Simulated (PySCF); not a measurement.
Compound: C5H5ClO2 (charge +1 and doublet state).
Z-matrix (Å and degrees, GFN2-xTB geometry), rows numbered from 1:
```
C 
C   1  1.4771
C   2  1.3740  1  128.44
O   3  1.3670  2  111.71  1  -179.94
C   4  1.3241  3  107.58  2     0.02
O   5  1.2821  4  122.69  3   179.95
C   2  1.4195  1  126.37  3  -179.95
Cl  7  1.6738  2  128.89  1    -0.09
H   1  1.0886  2  110.17  3   121.04
H   1  1.0848  2  110.85  3     0.08
H   1  1.0886  2  110.18  3  -120.87
H   3  1.0753  2  131.67  1     0.08
H   6  0.9771  5  115.26  4    -0.06
```

The hyperfine couplings belong to this conformer and change with its torsions.

The species is `C[C+]1[CH]OC(O)=C1Cl` [radical] (charge +1).

Computed with PySCF 2.14.0, UKS B3LYP, pcH-1 on C Cl H O, non-relativistic, mean-field spin-orbit, GIAO. Geometry: GFN2-xTB, one conformer, isolated ion. A GFN2-xTB geometry isn't a minimum of the functional, and hyperfine couplings can be far from their values at a DFT geometry, by a factor of two or more for some ions and for spin on atoms past the first row. No stability test was run, so a lower SCF solution isn't excluded.

The largest Mulliken spin populations are on C3 (+0.47), C5 (+0.26), C7 (+0.23) and O6 (+0.13). Three atoms exceed +0.15.

Question: Find Q in a(H) = Q·ρ(C) for the protons on the planar carbons that carry spin.

Answer: 
| H | C | ρ(C) | a(H) (G) | a/ρ (G) |
| --- | --- | --- | --- | --- |
| H12 | C3 | +0.465 | -13.16 | -28.3 |

One proton gives one ratio, Q = -28.3 G, and no test of linearity. In McConnell's picture π spin on carbon polarises the C–H bond and leaves opposite spin at the proton, which makes Q negative, as found here.

Couplings in gauss use g_iso = 2.0059.

Time: 90 s wall (grids of density and orbitals included); peak memory 1.0 GiB. Hardware: Arm Neoverse V1, one thread, on a shared host.
